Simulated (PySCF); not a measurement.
## WO(OH)₂, triplet: molecular constants

Method: UPBE0/[W def2-TZVP with ECP60, O def2-TZVP, H def2-TZVP], scalar-relativistic core potentials, density fitting, no spin–orbit coupling, PySCF.

The structure is a saddle point with 1 imaginary mode.

```
Point group                                                                   : C2
Bond lengths                                                                  : O–H 0.959 Å (×2), W–O 1.696 Å, W–O 1.911 Å (×2)
Bond angles                                                                   : H–O–W 127.9° (×2), O–W–O 116.0°, O–W–O 122.0° (×2)
Spin squared ⟨S²⟩                                                             : 2.017
Principal quadrupole moments (Buckingham, traceless) about the centre of mass : -10.39, -4.59, 14.98 D Å
Dipole moment                                                                 : 1.83 D
Principal polarisabilities                                                    : 42.7, 48.6, 52.8 bohr³
Lowest empty level (β)                                                        : -2.76 eV
Highest occupied level (α)                                                    : -5.99 eV
Zero-point energy (real modes)                                                : 72.2 kJ/mol
Rotational constants                                                          : 0.2056, 0.1768, 0.09607 cm⁻¹
Atomisation energy without zero-point energy                                  : 2484 kJ/mol
```

Harmonic modes (masses in u: W 183.951, O 15.995, H 1.008):
| symmetry | ω (cm⁻¹) | IR (km/mol) | μ (u) |
| --- | --- | --- | --- |
| b | 108i | – | 3.27 |
| a | 109 | 133 | 1.91 |
| b | 155 | 71.6 | 3.76 |
| a | 195 | 44.6 | 1.95 |
| b | 224 | 33.4 | 1.71 |
| b | 569 | 287 | 1.71 |
| a | 589 | 112 | 1.18 |
| b | 700 | 65.0 | 2.91 |
| a | 702 | 49.1 | 6.42 |
| a | 1037 | 147 | 16.71 |
| b | 3892 | 240 | 1.07 |
| a | 3894 | 19.9 | 1.07 |

In C2 the vibrations span 6b + 6a.

Charges (e):
```csv
atom,Mulliken,Löwdin,polar tensor,spin (Mulliken),Mayer order to W1
W1,1.20,0.70,1.88,2.12,–
O2,-0.50,-0.30,-0.77,-0.15,2.16
"O3,4",-0.69,-0.36,-0.89,0.00,0.99
"H5,6",0.34,0.16,0.34,0.01,0.03
```
Other Mayer orders above 0.3: O–H 0.87 (×2).

Mulliken populations on W1 (electrons outside its core potential): s 2.57, p 6.31, d 3.80, f 0.13.

Other isomers or separated fragments may lie lower. Open d and f shells are described by one determinant, and the ground state may have another occupation or spin. At this level a singlet minimum of C2v symmetry lies 35 kJ/mol below this structure. With an element this heavy the missing spin–orbit coupling can shift these numbers.

The final relaxation and frequency run took 5 min on 4 threads of a shared Arm Neoverse V1 host, with 145 basis functions and 30 gradients; the process peaked at 1.9 GiB.
